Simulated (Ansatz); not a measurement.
## A van 't Hoff estimate for C2H3Br + SiH3I ⇌ C2H6Si + IBr

Species: C2H3Br (vinyl bromide) `C=CBr`, singlet; SiH3I `[SiH3]I`, singlet; C2H6Si `C=C[SiH3]`, singlet; IBr (iodine monobromide), singlet. The partners trade Br for SiH3: C–Br and I–SiH3 bonds give way to C–SiH3 and I–Br.

The electronic reaction energy at CCSD(T)/def2-TZVPP is +79.9 kJ/mol. Shapes: PBE0-D4/def2-TZVP. Programs: Ansatz 0.2.0. Enthalpy and entropy come from rigid-rotor, harmonic-oscillator sums on unscaled PBE0-D4/def2-TZVP wavenumbers, ideal gases at 1 bar. Symmetry numbers: C2H3Br 1, SiH3I 3, C2H6Si 1, IBr 1. R = 8.3145 J/(mol K).

| T (K) | ΔH (kJ/mol) | ΔS (J/(mol K)) |
| --- | --- | --- |
| 500 | +81.5 | +0.4 |
| 700 | +82.1 | +1.5 |
| 900 | ? | ? |

**Question.** Work out ln K at 500 and 700 K, and from these estimate it at 900 K.

**Answer.** 
1. 500 K: ΔG = +81.5 − 500 × (+0.4)/1000 = +81.3 kJ/mol; ln K = −ΔG/RT = -19.56.
2. 700 K: ΔG = +82.1 − 700 × (+1.5)/1000 = +81.0 kJ/mol; ln K = −ΔG/RT = -13.92.
3. Slope against 1000/T: (-13.92 − (-19.56))/(1.4286 − 2.0000) = -9.87, that is −ΔH/R with ΔH near +82 kJ/mol.
4. 900 K: ln K = -19.56 + (-9.87) × (1.1111 − 2.0000) = -10.79.

The full sums give ΔH = +82.9 kJ/mol, ΔS = +2.5 J/(mol K), ΔG = +80.7 kJ/mol and ln K = -10.78 at 900 K, so the line is off by -0.01 in ln K; without rounding the miss is -0.03, from the change of ΔH with temperature. The reactants are favoured over this whole range. An error of 10 kJ/mol in the energy moves ln K by 1.3 at 900 K. Soft modes are treated as harmonic, which can err either way at these temperatures; the lowest are those of C2H6Si (143 cm⁻¹). For atoms past krypton def2 sets carry core potentials with scalar relativity. Relativity is left out for Br. Outer-core shells of Br, I are correlated, in sets that cover them unevenly.
